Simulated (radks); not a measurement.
The numbers below are computed, except where a source is named.
Task: The mean radii <r> (bohr) of the occupied orbitals of an atom or ion are listed with their occupations. Level of theory: Dirac Kohn-Sham, LDA (Slater exchange, VWN5 correlation), spin-unpolarised, spherical densities, finite nucleus; Fermi nuclear charge, rms radius of each element as measured or else 0.836 A^(1/3) + 0.57 fm (a radial shooting solver on a logarithmic mesh with Libxc functionals).

| orbital | occ. | <r> |
|---|---|---|
| 1s1/2 | 2 | 0.02974 |
| 2s1/2 | 2 | 0.1282 |
| 2p1/2 | 2 | 0.1085 |
| 2p3/2 | 4 | 0.1138 |
| 3s1/2 | 2 | 0.3490 |
| 3p1/2 | 2 | 0.3398 |
| 3p3/2 | 4 | 0.3510 |
| 3d3/2 | 4 | 0.3225 |
| 3d5/2 | 6 | 0.3261 |
| 4s1/2 | 2 | 0.8477 |
| 4p1/2 | 2 | 0.9007 |
| 4p3/2 | 4 | 0.9317 |
| 4d3/2 | 4 | 1.171 |
| 4d5/2 | 6 | 1.188 |
| 5s1/2 | 2 | 2.465 |

Name the element and its charge. Open shells, if any, fill j = l - 1/2 first.

Result: Z = 49, indium, charge +1: In+ in [Kr] 4d10 5s2. The 1s radius gives Z: for a bare nucleus <r> = (2 gamma + 1)/(2Z) with gamma = sqrt(1 - (Z/c)^2), 0.02926 bohr for Z = 49, and screening makes it slightly larger (0.02974 here). The occupations add up to 48, and the charge is Z minus that.
